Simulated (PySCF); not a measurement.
# Deuteron quadrupole couplings in `O=C1CCO[C@H]1C(F)F`

Compound: C5H6F2O2.
Z-matrix (Å and degrees, GFN2-xTB geometry), rows numbered from 1:
```
O 
C   1  1.1929
C   2  1.5108  1  128.36
C   3  1.5278  2  103.63  1   174.24
O   4  1.4255  3  106.07  2    23.59
C   5  1.4006  4  108.26  3   -33.46
C   6  1.5443  2  110.46  1   -72.73
F   7  1.3557  6  111.44  2   -38.57
F   7  1.3460  6  111.04  2    80.16
H   3  1.0882  2  110.81  1    51.96
H   3  1.0914  2  108.04  1   -66.70
H   4  1.0897  3  113.92  2   140.68
H   4  1.0972  3  110.79  2   -95.67
H   6  1.0948  2  112.09  1    47.00
H   7  1.1011  6  111.09  2  -158.67
```

Level: PBE0/pcSseg-1 (PySCF, non-relativistic); Q(2H) = 0.00286 b; rigid geometry, the same for H and D, with no vibrational averaging.

Problem. Rank these positions by the coupling χzz of a deuteron there, largest first.
A. H10 (methylene hydrogen)
B. H12 (methylene hydrogen)
C. H15 (methine hydrogen)
D. H13 (methylene hydrogen)

Solution. A (208 kHz), B (202 kHz), D (190 kHz), C (179 kHz).

Problem. Tabulate Vzz, the asymmetry η and χzz = 234.96 MHz × Q × Vzz for every hydrogen position.

Solution. 
```json
{"atom": "H10", "bonded to": "C3", "bond length (Å)": "1.088", "Vzz (au)": "0.3099", "η": "0.01", "χzz (kHz)": "208"}
{"atom": "H11", "bonded to": "C3", "bond length (Å)": "1.091", "Vzz (au)": "0.3050", "η": "0.01", "χzz (kHz)": "205"}
{"atom": "H12", "bonded to": "C4", "bond length (Å)": "1.090", "Vzz (au)": "0.3000", "η": "0.05", "χzz (kHz)": "202"}
{"atom": "H13", "bonded to": "C4", "bond length (Å)": "1.097", "Vzz (au)": "0.2830", "η": "0.06", "χzz (kHz)": "190"}
{"atom": "H14", "bonded to": "C6", "bond length (Å)": "1.095", "Vzz (au)": "0.2877", "η": "0.03", "χzz (kHz)": "193"}
{"atom": "H15", "bonded to": "C7", "bond length (Å)": "1.101", "Vzz (au)": "0.2666", "η": "0.04", "χzz (kHz)": "179"}
```

Problem. How does χzz go with the bond length over the 6 C–H bonds?

Solution. A straight-line fit has a slope of -21.6 kHz for each 0.01 Å, with a correlation coefficient of -0.98, over lengths from 1.088 to 1.101 Å. The longer bonds have the smaller couplings here.

One conformer (not necessarily the lowest) at the GFN2-xTB geometry, without solvent, vibrations or thermal averaging. GFN2-xTB bond lengths can be off by several hundredths of an ångström, more for odd bonds, and the gradients follow them. The small basis limits the accuracy of the gradients.
